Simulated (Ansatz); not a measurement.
Start from `[CH3][SnH2][CH3]` and change one atom or group to get `[CH3][SnH2][SiH3]`.

Ansatz, PBE0-D4/def2-TZVP geometries, multiplicity 1. 

Elements past krypton have def2 core potentials.

```json
{"property": "HOMO energy (B3LYP/def2-TZVPP) / eV", "`[CH3][SnH2][CH3]`": "-7.81"}
{"property": "HOMO–LUMO gap (B3LYP/def2-TZVPP) / eV", "`[CH3][SnH2][CH3]`": "8.07"}
{"property": "HOMO energy (ωB97M-V/def2-TZVPP) / eV", "`[CH3][SnH2][CH3]`": "-10.21"}
{"property": "size of the dipole moment (PBE/def2-TZVPP) / D", "`[CH3][SnH2][CH3]`": "0.81"}
{"property": "HOMO energy (PBE0/def2-TZVPP) / eV", "`[CH3][SnH2][CH3]`": "-8.03"}
{"property": "HOMO energy (PBE/def2-TZVPP) / eV", "`[CH3][SnH2][CH3]`": "-6.86"}
```

(1) Give the same properties after the change, and the shifts. (Estimate.)

Answers

(1) Ansatz gave: 
```tsv
property	`[CH3][SnH2][SiH3]`	shift
HOMO energy (B3LYP/def2-TZVPP) / eV	-7.51	0.30
HOMO–LUMO gap (B3LYP/def2-TZVPP) / eV	7.26	-0.81
HOMO energy (ωB97M-V/def2-TZVPP) / eV	-9.72	0.49
size of the dipole moment (PBE/def2-TZVPP) / D	0.77	-0.04
HOMO energy (PBE0/def2-TZVPP) / eV	-7.72	0.31
HOMO energy (PBE/def2-TZVPP) / eV	-6.67	0.19
```

With PBE0 the HOMO rises by 0.31 eV and the LUMO falls by 0.55 eV, so the gap narrows by about 0.86 eV. PBE moves the HOMO by 0.19 eV and ωB97M-V by 0.49 eV. Dipoles are sizes alone; their direction can turn.

B3LYP here is the variant with VWN-RPA as its local correlation; programs differ in this.
